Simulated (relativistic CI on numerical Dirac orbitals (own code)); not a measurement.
## Energy levels of Hg⁶⁰⁺

These numbers are calculated, not measured: Dirac-Coulomb-Breit CI, KLI orbitals optimised for each configuration, model QED, unscaled Slater integrals (own radial code, finite nucleus).

Configurations in the expansion (outside the closed core [Ne]): 3s²3p⁶3d², 3s²3p⁵3d³, 3s3p⁶3d³, 3s²3p⁶3d4s, 3s²3p⁶3d4p, 3s²3p⁶3d4d, 3s²3p⁵3d²4s, 3s²3p⁶3d4f, 3s²3p⁵3d²4p, 3s²3p⁵3d²4d, 3p⁶3d⁴, 3p⁵3d⁵, 3p⁵3d⁴4s, 3p⁶3d³4s, 3p⁵3d³4s². Double excitations out of closed p, d and f shells are left out; levels of such configurations are missing from the list, as are those of other unlisted configurations, and high levels can miss mixing partners. These lack a partner that the ground configuration has and come out too high: 3s²3p⁵3d²4p, 3s²3p⁵3d²4d.

The lowest level is 3s²3p⁶3d² ³F2, with 72 % of that term; Hund's rules for 3s²3p⁶3d² give ³F with J = 2, in agreement.

```csv
No.,Configuration,Term,J,E (10³ cm⁻¹),%,Next component (%),jj configuration (%)
1,3s²3p⁶3d²,³F,2,0.0,72,24 ¹D,3d3/2^2 (100)
2,3s²3p⁶3d²,³P,0,218.7,68,32 ¹S,3d3/2^2 (99)
3,3s²3p⁶3d²,³F,3,849.5,100,,3d3/2 3d5/2 (100)
4,3s²3p⁶3d²,³P,2,944.8,50,28 ¹D,3d3/2 3d5/2 (100)
5,3s²3p⁶3d²,¹G,4,975.3,72,28 ³F,3d3/2 3d5/2 (99)
6,3s²3p⁶3d²,³P,1,991.3,100,,3d3/2 3d5/2 (100)
7,3s²3p⁶3d²,³F,4,1772.6,72,28 ¹G,3d5/2^2 (99)
8,3s²3p⁶3d²,¹D,2,1851.4,47,47 ³P,3d5/2^2 (100)
9,3s²3p⁶3d²,¹S,0,2076.1,68,32 ³P,3d5/2^2 (99)
10,3p⁵3d³(2D),³D°,2,2441.4,28,18 ⁵F°,3p3/2^3 3d3/2^3 (98)
11,3p⁵3d³(4F),⁵D°,1,2492.4,26,22 ³P°,3p3/2^3 3d3/2^3 (95)
12,3p⁵3d³(4F),⁵D°,0,2525.3,47,46 ³P°,3p3/2^3 3d3/2^3 (98)
13,3p⁵3d³(2D),³F°,3,2535.9,25,19 ³G°,3p3/2^3 3d3/2^3 (98)
14,3p⁵3d³(4F),⁵F°,3,3206.7,39,22 ⁵D°,3p3/2^3 3d3/2^2 3d5/2 (98)
15,3p⁵3d³(4F),⁵G°,4,3258.5,35,22 ⁵F°,3p3/2^3 3d3/2^2 3d5/2 (98)
16,3p⁵3d³(4P),⁵S°,2,3272.7,27,23 ³P°,3p3/2^3 3d3/2^2 3d5/2 (98)
17,3p⁵3d³(4F),⁵D°,2,3301.3,42,32 ³F°,3p3/2^3 3d3/2^2 3d5/2 (97)
18,3p⁵3d³(4F),⁵D°,1,3316.4,40,34 ³D°,3p3/2^3 3d3/2^2 3d5/2 (98)
19,3p⁵3d³(2G),³H°,5,3332.3,32,32 ³G°,3p3/2^3 3d3/2^2 3d5/2 (98)
20,3p⁵3d³(2G),³H°,6,3335.5,43,25 ³I°,3p3/2^3 3d3/2^2 3d5/2 (99)
21,3p⁵3d³(4F),³G°,3,3341.8,43,22 ³F°,3p3/2^3 3d3/2^2 3d5/2 (98)
22,3p⁵3d³(4P),³P°,0,3343.1,39,38 ⁵D°,3p3/2^3 3d3/2^2 3d5/2 (96)
23,3p⁵3d³(2G),³F°,4,3349.7,29,21 ³H°,3p3/2^3 3d3/2^2 3d5/2 (99)
24,3p⁵3d³(4F),³G°,4,3406.0,36,20 ³F°,3p3/2^3 3d3/2^2 3d5/2 (98)
25,3p⁵3d³(4P),³D°,2,3423.2,33,24 ¹D°,3p3/2^3 3d3/2^2 3d5/2 (98)
26,3p⁵3d³(2P),³S°,1,3430.8,33,25 ³P°,3p3/2^3 3d3/2^2 3d5/2 (98)
27,3p⁵3d³(4F),³G°,3,3431.7,26,23 ³F°,3p3/2^3 3d3/2^2 3d5/2 (97)
28,3p⁵3d³(2G),³G°,5,3478.2,31,31 ¹H°,3p3/2^3 3d3/2^2 3d5/2 (99)
29,3p⁵3d³(2D),³F°,4,3591.0,40,25 ⁵D°,3p3/2^3 3d3/2^2 3d5/2 (96)
30,3p⁵3d³(2D),³P°,2,3627.8,30,22 ³D°,3p3/2^3 3d3/2^2 3d5/2 (97)
31,3p⁵3d³(4P),³D°,1,3704.5,42,17 ³P°,3p3/2^3 3d3/2^2 3d5/2 (96)
32,3p⁵3d³(2H),³G°,3,3706.5,30,26 ³D°,3p3/2^3 3d3/2^2 3d5/2 (96)
33,3p⁵3d³(2G),³F°,2,3731.6,48,21 ¹D°,3p3/2^3 3d3/2^2 3d5/2 (97)
34,3p⁵3d³(2H),³G°,3,3740.7,41,22 ³D°,3p3/2^3 3d3/2^2 3d5/2 (97)
35,3p⁵3d³(2F),³D°,1,3976.7,42,29 ¹P°,3p3/2^3 3d3/2^2 3d5/2 (95)
36,3p⁵3d³(4F),⁵F°,4,4081.3,31,24 ³G°,3p3/2^3 3d3/2 3d5/2^2 (98)
37,3p⁵3d³(4F),⁵G°,5,4120.5,44,21 ⁵F°,3p3/2^3 3d3/2 3d5/2^2 (97)
38,3s²3p⁵3d³,³D°,2,4141.7,31,28 ³F°,3p3/2^3 3d3/2 3d5/2^2 (100)
39,3p⁵3d³(4F),⁵G°,6,4153.7,50,23 ³I°,3p3/2^3 3d3/2 3d5/2^2 (98)
40,3p⁵3d³(2H),³I°,7,4217.5,100,,3p3/2^3 3d3/2 3d5/2^2 (100)
41,3p⁵3d³(2H),³G°,3,4219.9,24,21 ¹F°,3p3/2^3 3d3/2 3d5/2^2 (98)
42,3p⁵3d³(4F),³G°,5,4222.9,35,30 ³H°,3p3/2^3 3d3/2 3d5/2^2 (98)
43,3p⁵3d³(2D),³P°,1,4231.6,61,18 ⁵D°,3p3/2^3 3d3/2 3d5/2^2 (97)
44,3p⁵3d³(2P),³D°,2,4233.2,32,15 ³P°,3p3/2^3 3d3/2 3d5/2^2 (98)
45,3p⁵3d³(2D),³F°,4,4233.9,32,26 ³G°,3p3/2^3 3d3/2 3d5/2^2 (98)
46,3p⁵3d³(2D),³D°,3,4281.8,40,24 ⁵D°,3p3/2^3 3d3/2 3d5/2^2 (97)
47,3p⁵3d³(4F),³F°,4,4322.3,44,17 ³H°,3p3/2^3 3d3/2 3d5/2^2 (98)
48,3p⁵3d³(2H),³H°,6,4331.3,69,24 ¹I°,3p3/2^3 3d3/2 3d5/2^2 (100)
49,3p⁵3d³(2F),³F°,3,4335.1,43,31 ³D°,3p3/2^3 3d3/2 3d5/2^2 (98)
50,3p⁵3d³(4P),³D°,1,4345.5,55,16 ¹P°,3p3/2^3 3d3/2 3d5/2^2 (99)
51,3p⁵3d³(2F),³G°,5,4346.1,68,16 ¹H°,3p3/2^3 3d3/2 3d5/2^2 (99)
52,3p⁵3d³(2F),¹G°,4,4347.6,35,25 ³G°,3p3/2^3 3d3/2 3d5/2^2 (98)
53,3p⁵3d³(2D),³P°,0,4392.6,77,22 ⁵D°,3p3/2^3 3d3/2 3d5/2^2 (98)
54,3p⁵3d³(2F),¹D°,2,4412.6,39,38 ³F°,3p3/2^3 3d3/2 3d5/2^2 (98)
55,3p⁵3d³(4F),³G°,3,4454.4,25,19 ³F°,3p3/2^3 3d3/2 3d5/2^2 (96)
56,3p⁵3d³(2F),³F°,4,4496.1,45,37 ³G°,3p3/2^3 3d3/2 3d5/2^2 (98)
57,3p⁵3d³(2D),¹D°,2,4536.9,28,20 ⁵D°,3p3/2^3 3d3/2 3d5/2^2 (96)
58,3p⁵3d³(2H),¹H°,5,4556.5,45,39 ³G°,3p3/2^3 3d3/2 3d5/2^2 (99)
59,3p⁵3d³(2D),³P°,1,4583.5,36,34 ³D°,3p3/2^3 3d3/2 3d5/2^2 (96)
60,3p⁵3d³(2D),³F°,3,4617.9,36,33 ¹F°,3p3/2^3 3d3/2 3d5/2^2 (97)
61,3p⁵3d³(4P),³D°,2,4620.6,50,19 ³P°,3p3/2^3 3d3/2 3d5/2^2 (95)
62,3p⁵3d³(4P),³S°,1,4661.1,23,20 ³D°,3p3/2^3 3d3/2 3d5/2^2 (97)
63,3p⁵3d³(2D),³D°,2,4663.1,40,25 ¹D°,3p3/2^3 3d3/2 3d5/2^2 (97)
64,3p⁵3d³(2G),³F°,3,4666.4,35,22 ³D°,3p3/2^3 3d3/2 3d5/2^2 (96)
65,3p⁵3d³(2H),¹G°,4,4687.2,42,25 ³G°,3p3/2^3 3d3/2 3d5/2^2 (95)
66,3p⁵3d³(2F),³D°,2,4719.0,47,19 ¹D°,3p3/2^3 3d3/2 3d5/2^2 (98)
67,3p⁵3d³(2D),³P°,1,4759.7,43,41 ³D°,3p3/2^3 3d3/2 3d5/2^2 (96)
68,3p⁵3d³(2D),³P°,0,4764.0,83,9 ⁵D°,3p3/2^3 3d3/2 3d5/2^2 (98)
69,3p⁵3d³(2F),¹F°,3,4768.7,39,28 ³D°,3p3/2^3 3d3/2 3d5/2^2 (94)
70,3p⁵3d³(2G),³H°,6,5027.4,49,38 ⁵G°,3p3/2^3 3d5/2^3 (99)
```

Energies count from the lowest computed level; ° marks odd parity. Percentages are summed over parent terms; the parents shown are those of the largest component, closed shells are left out there. Filled j subshells are mostly left out of the jj labels.

The mean weight of the leading LS term, summed over parents, in these 70 levels is 45 %, and that of the leading jj configuration (from the same eigenvectors) 98 %, so jj coupling describes them better and the LS labels are nominal.

At this charge energies of transitions that change n are usually good to better than 1 %, and those within a shell (Δn = 0) to a few per cent.

LS names give the leading component of a level, which can be under half, so a name can repeat, a term be missing and a line seem to break the LS rules.
